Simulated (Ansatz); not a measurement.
Geometry optimisation, Ansatz 0.2.0, UKS B3LYP/STO-3G.

input.yaml

```yaml
crystal:
  periodic: [false, false, false]
  atoms:
    - { symbol: Li, position_ang: [-0.1103, -0.2518, -2.6056] }
    - { symbol: S, position_ang: [-0.576, -0.7043, -0.3342] }
    - { symbol: C, position_ang: [0.0843, 0.1146, 0.8452] }
    - { symbol: S, position_ang: [0.602, 0.8414, 2.0946] }
total_charge: 1
magnetization:
  spin_polarized: true
basis:
  gaussian: { orbitals: STO-3G }
hamiltonian:
  xc: b3lyp
relax:
  f_tol: 0.02
  max_steps: 40
```

Launched with:

```bash
$ ansatz run input.yaml --threads 1 --pin off --max-ram 2048MiB --backend cpu --events-out ev --progress --plain --runs-dir out
```

Where does it end, and by what steps?

The forces met the threshold. Limits of this set-up: minimal basis, the dipole of an ion depends on the origin. After 5 steps the energy has fallen by 0.214 eV; Li1 moved furthest, 0.42 Å.

```
step  energy less start (eV)  largest force component (eV/Å)  accepted
   0                  0.0000                           2.080       yes
   1                 -0.1678                           0.791       yes
   2                 -0.2000                           0.162       yes
   3                 -0.2131                           0.175       yes
   4                 -0.2143                           0.065       yes
   5                 -0.2144                           0.019       yes
```

```xyz
4
Properties=species:S:1:pos:R:3
Li 0.017 -0.083 -2.244
S -0.722 -0.892 -0.347
C 0.043 0.085 0.715
S 0.662 0.891 1.875
```

Whether the end is a true minimum wasn't checked by a vibrational analysis.

The run took 8.6 s on 1 thread of Arm Neoverse V2, on a shared host, peak memory 0.12 GiB.
